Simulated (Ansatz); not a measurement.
`[GeH3][CH2][GeH3]` and `C[CH2][GeH3]` differ in one atom or group.

Ansatz, PBE0-D4/def2-TZVP geometries, multiplicity 1. 

Scalar relativity is left out up to krypton.

```json
{"property": "HOMO–LUMO gap (B3LYP/def2-TZVPP) / eV", "`[GeH3][CH2][GeH3]`": "8.42"}
{"property": "zero-point energy (PBE0-D4/def2-TZVP) / kJ/mol", "`[GeH3][CH2][GeH3]`": "192.6"}
{"property": "LUMO energy (B3LYP/def2-TZVPP) / eV", "`[GeH3][CH2][GeH3]`": "0.16"}
{"property": "HOMO–LUMO gap (ωB97M-V/def2-TZVPP) / eV", "`[GeH3][CH2][GeH3]`": "12.58"}
{"property": "size of the dipole moment (PBE/def2-TZVPP) / D", "`[GeH3][CH2][GeH3]`": "0.76"}
{"property": "HOMO energy (B3LYP/def2-TZVPP) / eV", "`[GeH3][CH2][GeH3]`": "-8.26"}
```

**Question.** What does the change do to each property? (Best estimate.)

**Answer.** Computed: 
```json
{"property": "HOMO–LUMO gap (B3LYP/def2-TZVPP) / eV", "`C[CH2][GeH3]`": "8.61", "shift": "0.19"}
{"property": "zero-point energy (PBE0-D4/def2-TZVP) / kJ/mol", "`C[CH2][GeH3]`": "232.0", "shift": "39.4"}
{"property": "LUMO energy (B3LYP/def2-TZVPP) / eV", "`C[CH2][GeH3]`": "0.53", "shift": "0.37"}
{"property": "HOMO–LUMO gap (ωB97M-V/def2-TZVPP) / eV", "`C[CH2][GeH3]`": "12.81", "shift": "0.23"}
{"property": "size of the dipole moment (PBE/def2-TZVPP) / D", "`C[CH2][GeH3]`": "0.88", "shift": "0.12"}
{"property": "HOMO energy (B3LYP/def2-TZVPP) / eV", "`C[CH2][GeH3]`": "-8.08", "shift": "0.18"}
```

With PBE0 the HOMO rises by 0.20 eV and the LUMO rises by 0.41 eV, so the gap widens by about 0.21 eV. PBE moves the HOMO by 0.24 eV and ωB97M-V by 0.13 eV. Dipoles are sizes alone; their direction can turn.

Positive LUMOs are unbound, so they and the gaps depend on the basis.

B3LYP here is the variant with VWN-RPA as its local correlation; programs differ in this.
